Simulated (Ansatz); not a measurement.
Coupled-cluster run, C$_{8}$H$_{8}$O$_{2}$, SMILES `Cc1ccc(C(=O)O)cc1`.

```yaml
crystal:
  periodic: [false, false, false]
  atoms:
    - {symbol: C, position_ang: [2.505518, -1.594050, -0.274959]}
    - {symbol: C, position_ang: [1.234482, -0.812121, -0.163334]}
    - {symbol: C, position_ang: [0.479032, -0.513191, -1.295902]}
    - {symbol: C, position_ang: [-0.679386, 0.233083, -1.200815]}
    - {symbol: C, position_ang: [-1.111463, 0.697674, 0.037365]}
    - {symbol: C, position_ang: [-2.357229, 1.488840, 0.089224]}
    - {symbol: O, position_ang: [-3.036292, 1.768817, -0.865418]}
    - {symbol: O, position_ang: [-2.681313, 1.885443, 1.334257]}
    - {symbol: C, position_ang: [-0.368857, 0.402787, 1.176456]}
    - {symbol: C, position_ang: [0.789793, -0.345203, 1.071133]}
    - {symbol: H, position_ang: [2.468562, -2.297354, -1.108600]}
    - {symbol: H, position_ang: [2.711746, -2.152779, 0.639418]}
    - {symbol: H, position_ang: [3.354803, -0.925665, -0.448873]}
    - {symbol: H, position_ang: [0.806485, -0.874970, -2.264905]}
    - {symbol: H, position_ang: [-1.270700, 0.466564, -2.077895]}
    - {symbol: H, position_ang: [-3.502111, 2.388530, 1.246794]}
    - {symbol: H, position_ang: [-0.704711, 0.758415, 2.141999]}
    - {symbol: H, position_ang: [1.361631, -0.574818, 1.964087]}
basis:
  gaussian: {orbitals: def2-SVP}
correlation: {method: ccsd_t}
```

```sh
$ ansatz run in.yaml --threads 2 --pin off --events-out ev --progress --plain --max-ram 22528MiB --backend cuda --devices 0, --max-vram 18GiB
```

The program prints (abridged):

```
Functional definition: HF
1834 factors; integrals over basis functions are off by at most 1.4e-3 eV
mean field evaluation 1: about -12429.8582 eV, gradient 5.0e1 eV
mean field evaluation 2: about -12430.1191 eV, gradient 5.0e1 eV
mean field evaluation 4: about -12436.1092 eV, gradient 6.8e0 eV
mean field evaluation 8: about -12436.2424 eV, gradient 4.8e-1 eV
mean field evaluation 16: about -12435.8509 eV, gradient 6.7e0 eV
mean field -12436.24402984 eV, -457.0235385076 hartree, gradient 9.3e-6 eV, S^2 0.000000; 0 other end points of the search recorded, 0 dependent functions left out; unrestricted orbitals would lower it
10 core orbitals not correlated: weight in the atoms' cores, before any rotation towards them, 1.000 or more for the frozen orbitals, at most 0.000 for the correlated occupied ones
reference -12436.24402984 eV, -457.0235385076 hartree; 26, 26 occupied and 144, 144 virtual orbitals, 1834 factors
second order -38.23248140 eV of doubles, -0.00000000 eV of singles
cycle   1  -38.32643898 eV  change   -9.4e-2 eV  update   1.6e-1
cycle   2  -39.37752507 eV  change    -1.1e0 eV  update   4.9e-2
cycle   3  -39.64660469 eV  change   -2.7e-1 eV  update   2.5e-2
cycle   4  -39.64201555 eV  change    4.6e-3 eV  update   7.3e-3
cycle   5  -39.64044687 eV  change    1.6e-3 eV  update   3.8e-3
cycle   6  -39.64169211 eV  change   -1.2e-3 eV  update   1.2e-3
cycle   7  -39.64119004 eV  change    5.0e-4 eV  update   5.7e-4
cycle   8  -39.64100710 eV  change    1.8e-4 eV  update   1.9e-4
cycle   9  -39.64106788 eV  change   -6.1e-5 eV  update   7.2e-5
cycle  10  -39.64109756 eV  change   -3.0e-5 eV  update   2.4e-5
perturbative correction -1.57566822 eV, -0.0579047392 hartree
Total energy: -12477.46079562 eV, -458.5382267124 hartree
```

Hardware: 2 threads of an AMD EPYC 7R13 on a shared host and a share of an NVIDIA H100 80 GB. Wall time 2.8 s, peak host memory 0.83 GiB.

The correlation energy is -41.217 eV, 3.8 % of it from (T); the T1 diagnostic reads 0.0137.
